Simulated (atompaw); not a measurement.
Pseudopotential generation for K: PAW (atompaw), LDA (PW92), scalar-relativistic.

The input file (atompaw 4.2.0.5):

```
K 19
LDA-PW scalarrelativistic loggrid 1500 logderivrange -5 5 251
4 4 3 0 0 0
4 0 0
4 1 0
3 2 0
0 0 0
c
c
v
v
c
v
v
v
2
3.00 2.85 2.55 2.15
n
n
y
3.85
n
modrrkj vanderbiltortho gaussian
3 0 troulliermartins
2.10
3.00
1.75
2.75
3.00
3.00
PWSCFOUT
UPFDX 0.0125d0 UPFXMIN -7.d0 UPFZMESH 19.d0
END
```

Command:

```bash
atompaw < K.input > K.log
```

Output (summary file):

```
Completed calculations for K (AE)

 Exchange-correlation type: LDA, Perdew-Wang correlation

 Radial integration grid is logarithmic
 r0 =   4.2633078E-04 h =   8.1002849E-03   n =      1500 rmax =   8.0000000E+01

 Scalar relativistic calculation

 AEatom converged in  24 iterations
   nz     =  19.00
   delta  =       3.597084241756E-17

 All Electron Orbital energies:
  n  l      occupancy      energy
  1  0      2.0000000E+00 -2.5855043E+02
  2  0      2.0000000E+00 -2.6347250E+01
  3  0      2.0000000E+00 -3.0398975E+00
  4  0      0.0000000E+00 -4.5006096E-01
  2  1      6.0000000E+00 -2.1038288E+01
  3  1      6.0000000E+00 -1.8354479E+00
  4  1      0.0000000E+00 -2.6755960E-01
  3  2      0.0000000E+00 -2.8601413E-01

 Total energy
   Total                    :    -1200.79369722008732

 ---
 Completed calculations for K (SC)

 Exchange-correlation type: LDA, Perdew-Wang correlation

 Radial integration grid is logarithmic
 r0 =   4.2633078E-04 h =   8.1002849E-03   n =      1500 rmax =   8.0000000E+01

 Scalar relativistic calculation

 SCatom converged in   1 iterations
   nz     =  19.00
   delta  =       3.030697903899E-17

 Valence Electron Orbital energies:
  n  l      occupancy      energy
   3  0      2.0000000E+00 -3.0398975E+00
   4  0      0.0000000E+00 -4.5006096E-01
   3  1      6.0000000E+00 -1.8354479E+00
   4  1      0.0000000E+00 -2.6755960E-01
   3  2      0.0000000E+00 -2.8601413E-01

 Total energy
   Total                    :    -1200.79369722054093
   Valence                  :     -109.46824993744721

 PAW parameters:
       lmax =            2
         rc =    3.0079984060674043
        irc =         1095
   rc_shape =    2.8652800912396783
    rc_vloc =    2.5580474503979858
    rc_core =    2.1578392333716163
   Vloc: Norm-conserving Troullier-Martins with l= 3;e=   0.0000E+00
   Projector type: modified RKKJ projectors + Vanderbilt ortho.
   Gaussian compensation charge shape with gausstol =   1.0000E-04

 Number of basis functions     6
 No.   n  nodes  l      Energy         Cp coeff         Occ
  1    3    2    0   -0.3039897E+01 -0.3085569E+01  0.2000000E+01
  2    4    3    0   -0.4500610E+00 -0.2560032E+02  0.0000000E+00
  3    3    1    1   -0.1835448E+01 -0.1749607E+01  0.6000000E+01
  4    4    2    1   -0.2675596E+00 -0.7052238E+02  0.0000000E+00
  5    3    0    2   -0.2860141E+00  0.3716849E+02  0.0000000E+00
  6  999    1    2    0.3850000E+01 -0.2477567E-01  0.0000000E+00

 Eigenvalues of overlap operator (in the basis of projectors):
    1        1.04550426E-02
    2        8.50468451E-01
    3        9.51039065E-01
    4        8.78608889E+01
    5        2.38931754E+03
    6        3.97765730E+04

 Orbital leakage outside PAW augmentation regions
   orb  is_core?  %out_of_sphere
   1 0    T           0.00
   2 0    T           0.00
   3 0    F           0.44
   4 0    F          75.85
   2 1    T           0.00
   3 1    F           1.85
   4 1    F          90.43
   3 2    F          39.00

 Summary of PAW energies
   Total valence energy     :   -109.46876890061829
   Smooth energy            :     13.00163136276764
   One center               :   -122.47040026338593
   Smooth kinetic           :     17.30922365653588
   Vloc energy              :     -2.24976953888202
   Smooth exch-corr         :     -7.46002246677104
   One-center xc            :    -55.88341931427986
```

The run took about 2.4 s on one core of a shared server CPU.
